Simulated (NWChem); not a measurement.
Species: CH₃ClSSe; SMILES CS[Se]Cl

```xyz
7

Se     0.7723    -0.3967    -0.0873
Cl    -0.8846    -1.9086     0.1071
S     -0.0660     1.4691     0.6494
C     -0.9645     2.1673    -0.7949
H     -0.2954     2.2889    -1.6485
H     -1.3359     3.1459    -0.4744
H     -1.8088     1.5274    -1.0586
```
Atoms are numbered in this order, from 1.

All runs: NWChem. Pople sets run with spherical d functions. Geometry: optimised at B3LYP/6-31G* (spherical d). GIAO values for the isolated, static molecule; σ is the absolute isotropic shielding, δ = σ(reference) − σ with the isolated reference molecule computed at the same levels (13C: tetramethylsilane, 1H: tetramethylsilane). Spin-orbit effects, on the heavy nuclei and on their neighbours, are missing.

```tsv
level	σ Se1 (ppm)	σ Cl2 (ppm)	σ S3 (ppm)	δ C4 (ppm)	δ H5 (rotor mean) (ppm)
BHandHLYP/pcSseg-1	49.2	855.9	326.2	30.0	2.57
KT2/pcSseg-1	-2.0	758.1	302.1	31.7	2.56
B3LYP/6-31G*	(withheld)	(withheld)	(withheld)	(withheld)	(withheld)
LDA (Slater exchange, VWN5)/pcSseg-1	-261.4	715.1	231.9	32.9	2.59
```

Task: Fill in the missing entries.

Result: 
- B3LYP/6-31G*, σ Se1 (ppm): 197.9
- B3LYP/6-31G*, σ Cl2 (ppm): 782.4
- B3LYP/6-31G*, σ S3 (ppm): 320.5
- B3LYP/6-31G*, δ C4 (ppm): 29.1
- B3LYP/6-31G*, δ H5 (rotor mean) (ppm): 2.43
